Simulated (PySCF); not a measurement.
An equivalent PySCF input for Sb⁻ (antimony, charge -1), [Kr] 4d10 5s2 5p4, high-spin 3P determinant, with scalar relativity by spin-free X2C-1e:

```python
from pyscf import gto, scf, dft, mp, cc
import basis_set_exchange as bse
mol = gto.M(atom="Sb 0 0 0", charge=-1, spin=2, symmetry="D2h",
            basis=gto.basis.parse(bse.get_basis("x2c-QZVPPall", elements=["Sb"], fmt="nwchem", augment_diffuse=1)),
            nucmod="G")
mf = scf.UHF(mol).sfx2c1e()
mf.irrep_nelec = {'Ag': (9, 9), 'B1g': (2, 2), 'B2g': (2, 2), 'B3g': (2, 2), 'B1u': (4, 3), 'B2u': (4, 4), 'B3u': (4, 3)}
mf.kernel()
```

It reaches the same state as the run whose output follows, and the same energy. The run itself started from symmetry-adapted Hartree-Fock orbitals and held the occupation by maximum overlap, so the iterations belong to that start.

```
SCF conv_tol = 1e-09
number electrons alpha = 27  beta = 25
cycle= 1 E= -6478.03562343319  delta_E= -0.00344  |g|= 0.0198  |ddm|= 0.0605
cycle= 2 E= -6478.03622185871  delta_E= -0.000598  |g|= 0.00935  |ddm|= 0.0276
cycle= 3 E= -6478.0364509287  delta_E= -0.000229  |g|= 0.00274  |ddm|= 0.0312
cycle= 4 E= -6478.03648378671  delta_E= -3.29e-05  |g|= 0.00205  |ddm|= 0.0119
cycle= 5 E= -6478.0365155382  delta_E= -3.18e-05  |g|= 0.00121  |ddm|= 0.0164
cycle= 6 E= -6478.03653314167  delta_E= -1.76e-05  |g|= 0.00041  |ddm|= 0.0192
cycle= 7 E= -6478.03653411237  delta_E= -9.71e-07  |g|= 0.000102  |ddm|= 0.0047
cycle= 8 E= -6478.0365341354  delta_E= -2.3e-08  |g|= 2.56e-05  |ddm|= 0.000561
cycle= 9 E= -6478.03653413804  delta_E= -2.64e-09  |g|= 6.85e-06  |ddm|= 0.000221
cycle= 10 E= -6478.03653413822  delta_E= -1.8e-10  |g|= 2.18e-06  |ddm|= 5.4e-05
converged SCF energy = -6478.03653413822  <S^2> = 2.0237874  2S+1 = 3.0158166
```
